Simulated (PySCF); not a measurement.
Na (SMILES [Na]), doublet; M062X/6-31G* in PySCF.

Here is a job for PySCF.
```python
from pyscf import gto, scf, dft

mol = gto.M(
    atom='''
Na    0.000000    0.000000    0.000000
''',
    basis='6-31g*',
    charge=0,
    spin=1,
    verbose=4,
)

mf = dft.UKS(mol)
mf.xc = 'm062x'
mf.grids.level = 4
mf.kernel()
mf.analyze()
```

It wrote (shortened):

```
PySCF version 2.14.0

[INPUT] verbose = 4
[INPUT] num. atoms = 1
[INPUT] num. electrons = 11
[INPUT] charge = 0
[INPUT] spin (= nelec alpha-beta = 2S) = 1
[INPUT] symmetry False subgroup None
[INPUT] Mole.unit = angstrom
[INPUT] Symbol           X                Y                Z      unit          X                Y                Z       unit  Magmom
[INPUT]  1 Na     0.000000000000   0.000000000000   0.000000000000 AA    0.000000000000   0.000000000000   0.000000000000 Bohr   0.0

nuclear repulsion = 0
number of shells = 8
number of NR pGTOs = 51
number of NR cGTOs = 18
basis = 6-31g*
ecp = {}

******** <class 'pyscf.dft.uks.UKS'> ********
method = UKS
initial guess = minao
damping factor = 0
level_shift factor = 0
DIIS = <class 'pyscf.scf.diis.CDIIS'>
diis_start_cycle = 1
diis_space = 8
diis_damp = 0
SCF conv_tol = 1e-09
SCF conv_tol_grad = None
SCF max_cycles = 50
direct_scf = True
direct_scf_tol = 1e-13
number electrons alpha = 6  beta = 5
XC library pyscf.dft.libxc version 7.1.2
    S. Lehtola, C. Steigemann, M. J. T. Oliveira, and M. A. L. Marques,  SoftwareX 7, 1–5 (2018)
XC functionals = m062x
    Y. Zhao and D. G. Truhlar,  Theor. Chem. Acc. 120, 215 (2008)
    Y. Zhao and D. G. Truhlar,  Theor. Chem. Acc. 120, 215 (2008)
radial grids:
    Treutler-Ahlrichs [JCP 102, 346 (1995); DOI:10.1063/1.469408] (M4) radial grids

becke partition: Becke, JCP 88, 2547 (1988); DOI:10.1063/1.454033
pruning grids: <function nwchem_prune>
grids dens level: 4
symmetrized grids: False
atomic radii adjust function: <function treutler_atomic_radii_adjust>
small_rho_cutoff = 0
Set gradient conv threshold to 3.16228e-05
tot grids = 27384
init E= -162.205909321422

cycle= 1 E= -162.233395539902  delta_E= -0.0275  |g|= 0.0144  |ddm|= 0.428
cycle= 2 E= -162.234361319836  delta_E= -0.000966  |g|= 0.00452  |ddm|= 0.163
cycle= 3 E= -162.234471706111  delta_E= -0.00011  |g|= 0.000381  |ddm|= 0.073
cycle= 4 E= -162.234472323451  delta_E= -6.17e-07  |g|= 3.06e-05  |ddm|= 0.00571
cycle= 5 E= -162.234472324357  delta_E= -9.06e-10  |g|= 2.91e-06  |ddm|= 0.000132
Extra cycle  E= -162.234472324364  delta_E= -6.91e-12  |g|= 5e-07  |ddm|= 5.9e-06
converged SCF energy = -162.234472324364  <S^2> = 0.7500151  2S+1 = 2.0000151
**** SCF Summaries ****
Total Energy =                        -162.234472324363935
Nuclear Repulsion Energy =               0.000000000000000
One-electron Energy =                 -227.755700141494287
Two-electron Energy =                   65.521227817130352
Two-electron Coulomb Energy =           79.904923041881617
DFT Exchange-Correlation Energy =      -14.383695224751261
**** MO energy ****
                             alpha | beta                alpha | beta
MO #1   energy= -39.1627240682148  | -39.1611912470579  occ= 1 | 1
MO #2   energy= -2.42241231944937  | -2.41943920955704  occ= 1 | 1
MO #3   energy= -1.29675800093399  | -1.29746164003802  occ= 1 | 1
MO #4   energy= -1.29675800093399  | -1.29746164003801  occ= 1 | 1
MO #5   energy= -1.29675800093398  | -1.29746164003801  occ= 1 | 1
MO #6   energy= -0.153531010962514 | 0.128239380648251  occ= 1 | 0
MO #7   energy= 0.00665565719449213 | 0.242012840693478  occ= 0 | 0
MO #8   energy= 0.00665565719449246 | 0.242012840693485  occ= 0 | 0
MO #9   energy= 0.00665565719449305 | 0.24201284069352   occ= 0 | 0
MO #10  energy= 0.110331686151295  | 0.27378110571106   occ= 0 | 0
MO #11  energy= 0.149974337895533  | 0.288404623480014  occ= 0 | 0
MO #12  energy= 0.149974337895535  | 0.288404623480023  occ= 0 | 0
MO #13  energy= 0.149974337895537  | 0.288404623480026  occ= 0 | 0
MO #14  energy= 0.33977471196728   | 0.469179727540348  occ= 0 | 0

To work with the spin densities directly, `use mulliken_meta_spin()` only printing them here.

 ** Mulliken spin pop alpha/beta on meta-lowdin orthogonal AOs **
 ** Mulliken Spin Density (per AO)  **
spin_pop of  0 Na 1s        0.00000
spin_pop of  0 Na 2s        0.00022
spin_pop of  0 Na 3s        0.99639
spin_pop of  0 Na 4s        0.00339
spin_pop of  0 Na 2px      -0.00003
spin_pop of  0 Na 2py      -0.00003
spin_pop of  0 Na 2pz      -0.00003
spin_pop of  0 Na 3px       0.00002
spin_pop of  0 Na 3py       0.00002
spin_pop of  0 Na 3pz       0.00002
spin_pop of  0 Na 4px       0.00001
spin_pop of  0 Na 4py       0.00001
spin_pop of  0 Na 4pz       0.00001
spin_pop of  0 Na 3dxy     -0.00000
spin_pop of  0 Na 3dyz     -0.00000
spin_pop of  0 Na 3dz^2     0.00000
spin_pop of  0 Na 3dxz     -0.00000
spin_pop of  0 Na 3dx2-y2   -0.00000
 ** Mulliken Spin Density (per atom)  **
spin density of  0 Na =      1.00000
 ** Mulliken pop alpha/beta on meta-lowdin orthogonal AOs **
 ** Mulliken pop       alpha | beta **
pop of  0 Na 1s        1.00000 | 1.00000
pop of  0 Na 2s        1.00000 | 0.99977
pop of  0 Na 3s        0.99660 | 0.00021
pop of  0 Na 4s        0.00340 | 0.00002
pop of  0 Na 2px       0.99991 | 0.99994
pop of  0 Na 2py       0.99991 | 0.99994
pop of  0 Na 2pz       0.99991 | 0.99994
pop of  0 Na 3px       0.00004 | 0.00002
pop of  0 Na 3py       0.00004 | 0.00002
pop of  0 Na 3pz       0.00004 | 0.00002
pop of  0 Na 4px       0.00005 | 0.00004
pop of  0 Na 4py       0.00005 | 0.00004
pop of  0 Na 4pz       0.00005 | 0.00004
pop of  0 Na 3dxy      0.00000 | 0.00000
pop of  0 Na 3dyz      0.00000 | 0.00000
pop of  0 Na 3dz^2     0.00000 | 0.00000
pop of  0 Na 3dxz      0.00000 | 0.00000
pop of  0 Na 3dx2-y2    0.00000 | 0.00000
In total             6.00000 | 5.00000
 ** Mulliken atomic charges   ( Nelec_alpha | Nelec_beta ) **
charge of  0Na =      0.00000  (     6.00000      5.00000 )
Dipole moment(X, Y, Z, Debye): -0.00000, -0.00000, -0.00000
```
